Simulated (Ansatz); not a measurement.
Start from `N[Si@@H](F)S[Si@@H](N)F` and change one atom or group to get `CS[SiH](N)F`.

Ansatz, PBE0-D4/def2-TZVP geometries, multiplicity 1. Each molecule was computed in one conformer, which needn't be the lowest.

```tsv
property	`N[Si@@H](F)S[Si@@H](N)F`
HOMO energy (ωB97M-V/def2-TZVPP) / eV	-9.86
size of the dipole moment (ωB97M-V/def2-TZVPP) / D	1.60
LUMO energy (B3LYP/def2-TZVPP) / eV	0.31
HOMO energy (PBE/def2-TZVPP) / eV	-6.38
HOMO–LUMO gap (B3LYP/def2-TZVPP) / eV	7.71
LUMO energy (ωB97M-V/def2-TZVPP) / eV	2.14
```

Problem. What does the change do to each property? (Estimate.)

Solution. The calculation gave: 
```csv
property,`CS[SiH](N)F`,shift
HOMO energy (ωB97M-V/def2-TZVPP) / eV,-9.23,0.63
size of the dipole moment (ωB97M-V/def2-TZVPP) / D,0.70,-0.90
LUMO energy (B3LYP/def2-TZVPP) / eV,0.02,-0.29
HOMO energy (PBE/def2-TZVPP) / eV,-5.79,0.59
HOMO–LUMO gap (B3LYP/def2-TZVPP) / eV,6.81,-0.90
LUMO energy (ωB97M-V/def2-TZVPP) / eV,1.97,-0.17
```

With PBE0 the HOMO rises by 0.64 eV and the LUMO falls by 0.31 eV, so the gap narrows by about 0.95 eV. PBE moves the HOMO by 0.59 eV and ωB97M-V by 0.63 eV. Dipoles are sizes alone; their direction can turn.

B3LYP here is the variant with VWN-RPA as its local correlation; programs differ in this.
